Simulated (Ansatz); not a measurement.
Complex (SMILES): N#C (CH-N) with [H][H] (H2), atoms 1 to 3 the first; geometry from B3LYP-D3(BJ)/def2-TZVP, monomers rigid:
```xyz
5

C      0.0824     0.0127    -0.2975
N     -0.1799    -0.1015     0.8121
H      0.3266     0.1188    -1.3306
H     -0.9999    -0.4792     4.2527
H     -0.8279    -0.3991     3.5322
```

Basis-set convergence of the counterpoise-corrected interaction energy at HF with Ansatz (a quantum-chemistry and plane-wave program). Cartesian d functions, on some or all atoms, in 6-31G*, 6-31+G*, 6-31G**; all else is spherical. No added dispersion term, no relativity. Functions are those of the species that has most. Reference: the value in aug-pcseg-3, -0.11 kcal/mol. Deviations are taken from unrounded values.

```
basis              functions  counterpoise-corrected interaction energy (kcal/mol)  minus reference (kcal/mol)
-----------------  ---------  ----------------------------------------------------  --------------------------
3-21G                     24                                                 -0.08                        0.03
6-31G                     24                                                 -0.08                        0.03
pcseg-0                   24                                                 -0.11                        0.00
6-31G*                    36                                                 -0.01                        0.10
def2-SVP                  43                                                 -0.12                       -0.01
6-31+G*                   44                                                  0.04                        0.15
6-31G**                   45                                                 -0.11                       -0.01
aug-cc-pVDZ               73                                                 -0.08                        0.02
def2-TZVP                 80                                                 -0.10                        0.01
def2-TZVPD               101                                                 -0.10                        0.00
cc-pVTZ                  102                                                 -0.12                       -0.01
jun-cc-pV(T+d)Z          120                                                 -0.10                        0.00
def2-TZVPPD              125                                                 -0.11                        0.00
6-311++G(3df,3pd)        132                                                 -0.11                        0.00
def2-QZVPPD              225                                                 -0.11                        0.00
aug-cc-pVQZ              298                                                 -0.11                        0.00
aug-pcseg-3              317                                                 -0.11                        0.00
cc-pV5Z                  347                                                 -0.11                        0.00
```

The smallest set listed that lies within 0.05 kcal/mol of the reference with all its larger relatives (same family, alike in diffuse functions; a set with none counts only in the reference's own line) is pcseg-0 (24 functions, 0.00 kcal/mol off). Inside the window by cancellation, since a larger relative falls out: 3-21G, 6-31G. Inside, with no larger relative to test it: 6-311++G(3df,3pd). (Relatives not listed, tested too: pcseg-1 -0.02, 6-311G** -0.04, pcseg-2 -0.01, def2-TZVPP 0.00, aug-cc-pVTZ 0.00, cc-pVQZ 0.00, def2-QZVP 0.00, def2-QZVPP 0.00, pcseg-3 0.00, pcseg-4 0.00 kcal/mol.)
